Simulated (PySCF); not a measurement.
Molecule: silole, C₄H₆Si.

Bonds (- single, = double, # triple, : aromatic): C1=C2 1.350 Å, C2-Si3 1.874 Å, Si3-C4 1.874 Å, C4=C5 1.350 Å, C5-C1 1.481 Å. C1 carries H6; C2 carries H7; Si3 carries H8, H9; C4 carries H10; C5 carries H11.

Geometry PBE0-D3(BJ)/def2-SVP throughout; GIAO in PySCF 2.14, gas phase, one conformer, non-relativistic; equivalent atoms averaged; functional PBE0.

Question: How do the absolute shieldings σ depend on the basis set? (ppm; last column core-seconds on shared hosts with different chips, so compare them loosely)

Answer: 
| basis set | functions | C1/C5 | C2/C4 | Si3 | H6/H11 | H7/H10 | H8/H9 | core-s |
| --- | --- | --- | --- | --- | --- | --- | --- | --- |
| pcSseg-0 | 61 | 32.1 | 55.0 | 400.7 | 25.75 | 26.43 | 27.68 | 3.5 |
| 6-31G* | 86 | 50.4 | 72.5 | 436.9 | 24.91 | 25.98 | 27.15 | 5.4 |
| cc-pVDZ | 104 | 47.1 | 68.9 | 456.3 | 24.09 | 25.00 | 26.73 | 6.8 |
| def2-SVP | 104 | 45.0 | 66.0 | 443.9 | 24.31 | 25.08 | 26.73 | 6.1 |
| pcSseg-1 | 122 | 26.1 | 50.3 | 393.7 | 24.03 | 24.89 | 26.64 | 16 |
| aug-cc-pVDZ | 173 | 46.4 | 67.3 | 460.1 | 23.79 | 24.86 | 26.74 | 14 |
| 6-311+G(2d,p) | 179 | 31.0 | 54.4 | 388.3 | 24.02 | 25.06 | 26.72 | 14 |
| def2-TZVP | 197 | 29.2 | 53.4 | 376.7 | 24.01 | 24.98 | 26.68 | 17 |
| cc-pVTZ | 238 | 31.0 | 55.0 | 398.1 | 23.85 | 24.81 | 26.67 | 23 |
| IGLO-III | 244 | 23.1 | 46.7 | 391.5 | 23.92 | 24.92 | 26.69 | 23 |

Question: Which nucleus moves most, in ppm?

Answer: Si3 (silicon bonded to 2 C, 2 H, in a 5-membered ring): from 376.7 ppm with def2-TZVP to 460.1 ppm with aug-cc-pVDZ. The smallest spread is 1.04 ppm, at H8/H9. Proton shifts span only some 12 ppm, so a few tenths of a ppm matter as much there as several ppm in carbon.

Question: Taking the largest basis, IGLO-III (244 functions), as the yardstick, rank the others by their worst heavy-atom deviation.

Answer: pcSseg-1 3.7 ppm (122 functions), 6-311+G(2d,p) 7.9 ppm (179 functions), cc-pVTZ 8.3 ppm (238 functions), pcSseg-0 9.2 ppm (61 functions), def2-TZVP 14.7 ppm (197 functions), 6-31G* 45.5 ppm (86 functions), def2-SVP 52.4 ppm (104 functions), cc-pVDZ 64.9 ppm (104 functions), aug-cc-pVDZ 68.6 ppm (173 functions).

A small basis that lands close on one nucleus may do so by chance; judge by the trend and by all nuclei.
